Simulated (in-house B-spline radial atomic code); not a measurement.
Results of a calculation; reference values are marked as such.
**Ga in an electron gas of r_s = 4: phase shifts, screening and friction**

A nucleus sits in a uniform electron gas with a rigid positive background. The Kohn-Sham equations are solved self-consistently in the spin-unpolarised LDA (PW92), non-relativistic, on B-splines with outgoing waves at the boundary and partial waves to l = 8. The model has no lattice, no bands and no magnetic solution. Atomic units; δ_l are the phase shifts at the Fermi level, counted so that each bound state adds π, and good to about 0.0005.

The density parameter is r_s = 4 bohr.

| l | δ_l (rad) |
| --- | --- |
| 0 | 10.9209 |
| 1 | 7.3968 |
| 2 | 3.1186 |
| 3 | -0.0020 |
| 4 | 0.0006 |
| 5 | -0.0001 |
| 6 | 0.0001 |
| 7 | 0.0000 |
| 8 | 0.0000 |

Bound levels below the band bottom (hartree): p -39.83, s -4.977, p -3.32, d -0.4717, s -0.09651 and deeper ones.

(1) Check the Friedel sum rule, and say where the screening charge sits.

(2) Find the transport cross section and the electronic stopping of a 1 keV Ga ion (mass 69.72 u).

Answers

(1) k_F = (9π/4)^(1/3)/r_s = 0.47979. The rule is Z = (2/π) Σ (2l + 1) δ_l. The terms are s 6.952, p 14.127, d 9.927, f -0.009 and 0.004 beyond, in all 31.001 against Z = 31. Bound states hold 8 s, 12 p, 10 d electrons, so the scattering states carry 1.00 in all; where a term is smaller than its bound count, the bound level has drawn weight out of the band.

(2) σ_tr = (4π/k_F²) Σ (l + 1) sin²(δ_l − δ_(l+1)). The terms for l = 0 to 3 are 0.1393, 1.6461, 0.0013, 0.0000, all together 1.7867, so σ_tr = 54.589 × 1.7867 = 97.537 bohr². With n = 3/(4π r_s³) = 0.00373, the friction coefficient is Q = n k_F σ_tr = 0.1746. For v well below v_F = 0.480, dE/dx = Q v; with 24801 eV per u at v = 1, v = √(1000/(24801 × 69.72)) = 0.0240, so dE/dx = 0.00420 hartree/bohr = 2.16 eV/nm. The largest term couples the p and d waves.
